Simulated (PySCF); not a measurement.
# Reading the logs of faulty runs: BClHN

Calculated results; nothing here was measured. The program is PySCF 2.14.0, an open-source quantum chemistry code, run on an isolated molecule that a program drew, which may never have been made. The molecule is BClHN (charge 0, singlet), drawn as the SMILES string `N=BCl`.

Each row is a Hartree-Fock (HF) and frozen-core CCSD(T) single point in the cc-pV(D+d)Z basis, meant for a local HF minimum. Run 1 is clean. Each other run has one planted mistake out of seven kinds, and not every kind appears here: one electron removed, one electron added, multiplicity raised by two, geometry at a saddle point, minimal basis STO-3G, one bond length entered in bohr, all coordinates scaled. The reference is restricted for singlets and unrestricted otherwise, and also for a bond in bohr. Adding or removing an electron swaps singlet and doublet. Electrons count all cores. HOMO and LUMO are orbital energies over both spins, the gradient is its largest component, and the lowest frequency (negative if imaginary) is given only where the gradient is small. Bond lengths are over the 3 bonds as drawn. T1 is the CCSD diagnostic: over 0.02 (restricted) or 0.045 (unrestricted) a single reference is doubtful.

Geometry of the clean run:
```xyz
4
BClHN, angstrom
N    -0.7234    2.5164   -2.1383
B     0.4670    2.7116   -2.3397
Cl    2.1298    2.9842   -2.6210
H    -1.6816    2.3593   -1.9763
```

| run | electrons | basis functions | <S^2> | HOMO (eV) | LUMO (eV) | gradient (hartree/bohr) | lowest frequency (cm^-1) | mean bond (Å) | longest bond (Å) | T1 | HF (hartree) | CCSD(T) (hartree) | mistake |
|---|---|---|---|---|---|---|---|---|---|---|---|---|---|
| 1 | 30 | 56 | 0.000 | -11.48 | 4.80 | 2.7e-05 | 403 | 1.3052 | 1.708 | 0.0138 | -539.26922 | -539.68250 | no fault |
| 2 | 29 | 56 | 0.761 | -19.39 | -8.08 | 1.8e-01 | - | 1.3052 | 1.708 | 0.0347 | -538.91929 | -539.28892 | one electron removed |
| 3 | 30 | 56 | 0.000 | -11.58 | 5.16 | 5.3e-02 | - | 1.2596 | 1.648 | 0.0125 | -539.26188 | -539.66954 | all coordinates scaled |
| 4 | 30 | 20 | 0.000 | -9.86 | 10.17 | 9.6e-02 | - | 1.3052 | 1.708 | 0.0163 | -533.30098 | -533.44543 | ? |

**Which mistake was planted in run 4, and what did it cost?**

It has 20 basis functions where the clean run has 56, with the same electrons and geometry. So the mistake is: minimal basis STO-3G. Subtracting run 1 and multiplying by 627.51 kcal/mol a hartree, the energy moved by 3745.1 kcal/mol in HF and 3913.8 kcal/mol in CCSD(T).

